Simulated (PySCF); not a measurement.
Identify the unknown among the candidates.

All candidates are C5H6FNSi.

* Triplet: lowest triplet excitation (Tamm–Dancoff): 3.83 eV [TDA PBE0/def2-SVPD]
* Polarisability: 90.5 au [PBE0/def2-SVPD]
* UV, first state: lowest singlet excitation: 4.54 eV (273 nm, f = 0.003) [TDDFT PBE0/def2-SVPD]
* 13C NMR: chemical shifts (computed TMS as zero) by class: 169.2 (1 C), 161.9 (1 C), 144.4 (1 C), 137.7 (1 C), 127.2 (1 C) ppm [GIAO PBE0/pcSseg-1]
* 1H NMR: chemical shifts (computed TMS as zero) by class: 9.02 (1 H), 7.85 (1 H), 7.55 (1 H), 4.55 (3 H) ppm [GIAO PBE0/pcSseg-1]
* Dipole: 1.75 D [PBE0/def2-SVPD]
* Rotational structure: rotational constants A, B, C: 5.550, 0.957, 0.824 GHz [GFN2-xTB]

Gas-phase values; electronic properties from PySCF, density fitting. Levels stand in brackets. Geometry: GFN2-xTB; no solvent, vibrations or thermal averaging. GFN2-xTB frequencies show an imaginary mode (35i cm⁻¹), so this geometry is no minimum at that level. Each NMR value is the plain mean over a class of atoms that symmetry, rotation or inversion makes alike.

Problem. Which candidate is it?
A. `C#C[Si@](N)(F)C#CC`
B. `[H]/N=C/[C@H]1[C@H](F)[Si@H]1C#C`
C. `N#CC1=CC[SiH2][C@H]1F`
D. `CC#C[C@H](C#N)[SiH2]F`
E. `Fc1ccc([SiH3])nc1`

Solution. E. It is `Fc1ccc([SiH3])nc1`. Numbering: `[F:1][c:2]1[cH:3][cH:4][c:5]([SiH3:6])[n:7][cH:8]1`. Its formula, C5H6FNSi, gives 4 degrees of unsaturation: 1 ring and 3 π bonds in the structure found (Kekulé form). 5 carbons fall into 5 classes; from least to most shielded: aromatic C–F carbon [C2] (169.2 ppm), substituted aromatic carbon [C5] (161.9 ppm), aromatic CH next to a ring nitrogen [C8] (144.4 ppm), aromatic CH carbon [C4] (137.7 ppm), aromatic CH carbon [C3] (127.2 ppm). Hydrogen classes from least to most shielded: 1 H on an aromatic CH next to a ring nitrogen, C8 (9.02 ppm), 1 H on an aromatic CH carbon, C4 (7.85 ppm), 1 H on an aromatic CH carbon, C3 (7.55 ppm), 3 H on an SiH3 silicon, Si6 (4.55 ppm). S1 is mainly HOMO→LUMO (weight 0.99); the largest Löwdin shares of the orbital it empties are 0.54 on the pyridine-type nitrogen, 0.13 on the substituted aromatic carbon, 0.10 on the aromatic CH next to a ring nitrogen and 0.07 on the SiH3 silicon, of the orbital it fills 0.24 on the pyridine-type nitrogen, 0.22 on an aromatic CH carbon, 0.12 on the aromatic CH next to a ring nitrogen and 0.11 on the substituted aromatic carbon. By its constants the optimised geometry is an asymmetric top.

The others, at the same levels:
- `[H]/N=C/[C@H]1[C@H](F)[Si@H]1C#C` fails: its computed 13C shifts are 172.9 (1 C), 105.0 (1 C), 86.0 (1 C), 82.2 (1 C), 36.4 (1 C) ppm, 1H shifts are 10.75 (1 H), 7.99 (1 H), 5.65 (1 H), 3.92 (1 H), 2.75 (1 H), 1.82 (1 H) ppm and rotational constant A is 1.805 GHz (against 5.550 GHz).
- `N#CC1=CC[SiH2][C@H]1F` fails: its computed 13C shifts are 163.5 (1 C), 125.7 (1 C), 121.8 (1 C), 93.9 (1 C), 17.5 (1 C) ppm, 1H shifts are 7.15 (1 H), 5.73 (1 H), 4.50 (1 H), 4.44 (1 H), 2.14 (1 H), 1.87 (1 H) ppm and rotational constant A is 2.997 GHz (against 5.550 GHz).
- `CC#C[C@H](C#N)[SiH2]F` fails: its computed 13C shifts are 118.0 (1 C), 89.5 (1 C), 73.8 (1 C), 9.5 (1 C), 4.8 (1 C) ppm, 1H shifts are 5.13 (1 H), 5.07 (1 H), 3.20 (1 H), 2.12 (3 H) ppm and rotational constant A is 1.739 GHz (against 5.550 GHz).
- `C#C[Si@](N)(F)C#CC` fails: its computed 13C shifts are 108.9 (1 C), 98.2 (1 C), 88.8 (1 C), 86.2 (1 C), 5.6 (1 C) ppm, 1H shifts are 2.06 (3 H), 1.75 (1 H), 0.81 (2 H) ppm and rotational constant A is 2.260 GHz (against 5.550 GHz).

Each candidate is one conformer, not necessarily the lowest. The conformers computed, where there is a choice (atom-mapped SMILES and torsion angles):
- `[H]/[N:8]=[CH:7]/[C@@H:6]1[Si@H:3]([C:2]#[CH:1])[C@H:4]1[F:5]`: C4–C6–C7–N8 158°
- `[CH3:1][C:2]#[C:3][C@H:4]([C:5]#[N:6])[SiH2:7][F:8]`: C3–C4–Si7–F8 -65°
- `[CH:1]#[C:2][Si@:3]([NH2:4])([F:5])[C:6]#[C:7][CH3:8]`: H–N4–Si3–C2 -157°, H–N4–Si3–C2 59°

The conformers of `N#CC1=CC[SiH2][C@H]1F` aren't listed.
